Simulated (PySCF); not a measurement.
SMILES [CH3][Sn]([F])([F])[F] (PBE0/def2-SVP optimised geometry):

```
8

C      1.275    -0.390     0.000
Sn    -0.839    -0.390     0.000
F     -1.623     1.364     0.000
F     -1.636    -1.262     1.515
F     -1.625    -1.266    -1.518
H      1.620    -0.222    -1.028
H      1.623    -1.364     0.368
H      1.622     0.417     0.658
```

Computed with PBE0/def2-TZVP, def2 effective core potentials past Kr in PySCF 2.14.0.

Problem. What are the frontier orbital energies and the dipole moment?

Solution. HOMO-2 -11.24 eV, HOMO-1 -11.17 eV, HOMO -10.23 eV, LUMO -2.04 eV, LUMO+1 0.15 eV; dipole moment 4.86 D.

On the same geometry PBE/def2-TZVP, def2 effective core potentials past Kr in PySCF gives HOMO-2 -9.16 eV, HOMO-1 -9.07 eV, HOMO -8.68 eV, LUMO -3.03 eV, LUMO+1 -0.65 eV; dipole moment 4.66 D.
